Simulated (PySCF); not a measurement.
# Radial density of Cl⁺ (chlorine, charge +1)

UHF, [Ne] 3s2 3p4, high-spin 3P determinant. All numbers are calculated (PySCF 2.14, the non-relativistic Hamiltonian (point nucleus), in cc-pV(T+d)Z).

| r (bohr) | 4πr²ρ (e/bohr) | 4πr²(ρα − ρβ) |
| --- | --- | --- |
| 0.00190 | 0.1366 | 0.0000 |
| 0.00319 | 0.3699 | 0.0000 |
| 0.00537 | 0.9717 | 0.0001 |
| 0.00903 | 2.429 | 0.0002 |
| 0.0152 | 5.576 | 0.0006 |
| 0.0255 | 11.12 | 0.0019 |
| 0.0430 | 17.57 | 0.0080 |
| 0.0723 | 19.25 | 0.0352 |
| 0.122 | 14.27 | 0.1275 |
| 0.204 | 15.21 | 0.2761 |
| 0.344 | 19.16 | 0.2028 |
| 0.579 | 8.605 | 0.0126 |
| 0.973 | 3.659 | 0.8882 |
| 1.64 | 3.735 | 1.2613 |
| 2.75 | 0.7406 | 0.2642 |
| 4.63 | 0.02222 | 0.0071 |
